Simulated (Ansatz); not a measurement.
## What CH5BClNO (SMILES NB(Cl)CO) costs in Ansatz

CH5BClNO has 10 atoms, charge 0, and is taken as a singlet. SMILES: `NB(Cl)CO`. The coordinates come from a PBE0-D4/def2-TZVP relaxation. This is a higher conformer, about 10 kJ/mol above the lowest found by a separate search.

```xyz
10

N    -1.4813    0.7701    0.2638
B    -0.1312    0.4583    0.2726
Cl    0.9784    1.5314    1.1662
C     0.4848   -0.7648   -0.5092
O     1.7245   -1.2439   -0.0302
H    -1.8604    1.5854    0.7139
H    -2.1641    0.1966   -0.2012
H    -0.2174   -1.6066   -0.4952
H     0.5700   -0.4690   -1.5702
H     2.1798   -0.5087    0.3922
```

Program: Ansatz 0.2.0. Hardware: 1 thread of Arm Neoverse V2, shared host, so times are rough. Ansatz fits the integrals of SCF and DFT runs by default. Its times include its search for lower SCF states.

Question: Estimate their order by wall time, quickest first.
A. energy at wB97X/6-31G* (spherical functions)
B. energy at HF/3-21G
C. energy at HF/6-31G* (spherical functions)
D. energy at revPBE/6-31G* (spherical functions)
E. energy at wB97M-V/6-31G* (spherical functions)

Answer: B (0.76 s), C (2.3 s), D (6 s), A (24 s), E (70 s).
